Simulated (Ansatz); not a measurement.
`C=[C]([GaH2])[InH2]` + H₂ → `C=[CH][InH2]` + `[GaH3]` at 500 K and 1 bar (hydrogenolysis of a C–Ga bond).

Program: Ansatz. Geometries: PBE0-D4/def2-TZVP. ΔE: electronic, gas phase. CCSD(T)/CBS adds triple-zeta CCSD(T) − MP2 to the extrapolated MP2 energy (def2 sets, frozen cores). This one scheme is used for every species. Elements past krypton have def2 core potentials. For Ga, In outer-core shells are correlated without core-valence functions, which leaves a few kJ/mol of doubt a bond. Scalar relativity is left out up to krypton.

```
              species  CCSD(T)/CBS energy (Eh)  H − E (kJ/mol)  S (J/(mol·K))
`C=[C]([GaH2])[InH2]`              -2193.38903           198.2          450.3
                   H₂                 -1.17544            41.0          145.5
       `C=[CH][InH2]`               -268.86241           174.9          358.9
             `[GaH3]`              -1925.70545            69.3          243.1
```

H − E and S are ideal-gas, rigid-rotor, harmonic terms from PBE0-D4/def2-TZVP. The MP2-based limit puts H₂ 0.8 mEh under its directly extrapolated value; such offsets cancel only in part. 1 Eh = 2625.50 kJ/mol, R = 8.31446 J/(mol·K).

Task: By hand: ΔE, ΔH, ΔS and ΔG.

Result: ΔE = (-268.86241) + (-1925.70545) − (-2193.38903) − (-1.17544) = -0.00339 Eh = -8.9 kJ/mol. Δ(H − E) = 174.9 + 69.3 − 198.2 − 41.0 = 5.0, so ΔH = -3.9 kJ/mol. ΔS = 358.9 + 243.1 − 450.3 − 145.5 = 6.2 J/(mol·K). ΔG = -3.9 − 500 × (6.2)/1000 = -7.0 kJ/mol.

Task: By hand: the equilibrium constant, and the temperature at which ΔG would vanish if ΔH and ΔS stayed fixed.

Result: log₁₀ K = −ΔG/(RT ln 10) = 0.7. ΔH and −TΔS have one sign here, so there is no such temperature.

TΔS isn't small against ΔH here. A doubt of 5 kJ/mol in ΔE shifts log₁₀ K by 0.5 here. These are equilibria of isolated gas molecules and say nothing of rates. Largest T1 diagnostic: 0.014 (customary marks: 0.02 for closed shells, 0.045 for open ones).
